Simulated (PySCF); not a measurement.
Gas-phase reaction: WO2(OH)2 + 2 ClO + HCl → WO3 + 3 HOCl

Energies from PySCF, thermal terms from the rigid-rotor harmonic-oscillator model, ideal gas at 1 bar. † marks an energy on the PBE0/def2-TZVP geometry and frequencies; other levels use their own. Open shells (unrestricted): ClO (multiplicity 2, electronic degeneracy 4); the rest are closed-shell singlets. Spin-orbit splitting is ignored; it lowers the true energy and changes the entropy of ClO. W: scalar-relativistic def2 core potential, no spin-orbit coupling. No R ln 2 is added for the mirror-image form of WO2(OH)2. The harmonic model lacks anharmonicity and excited electronic states, which grow with temperature; levels with a mode under 35 cm⁻¹ are left out.

| level | ΔE electronic, kJ | ΔH°(298 K), kJ | ΔS°(298 K), J/K | ΔG°(2500 K), kJ |
|---|---|---|---|---|
| M06-2X/def2-TZVP† | 243 | 255 | 19 | 272 |
| PBE/def2-SVP | 217 | 227 | 14 | 258 |
| PBE0/def2-QZVP† | 258 | 269 | 19 | 287 |
| PBE0/def2-SVP† | 247 | 258 | 19 | 276 |
| PBE0/def2-TZVP | 258 | 269 | 19 | 287 |
| r2SCAN/def2-TZVP† | 274 | 285 | 19 | 303 |
| LDA/def2-TZVP† | 215 | 226 | 19 | 244 |
| ωB97M-V/def2-TZVP† | 253 | 265 | 19 | 282 |
| ωB97X-V/def2-TZVP† | 267 | 279 | 19 | 296 |
ΔH° is lowest at LDA/def2-TZVP† and highest at r2SCAN/def2-TZVP†. No reference value is set beside these.
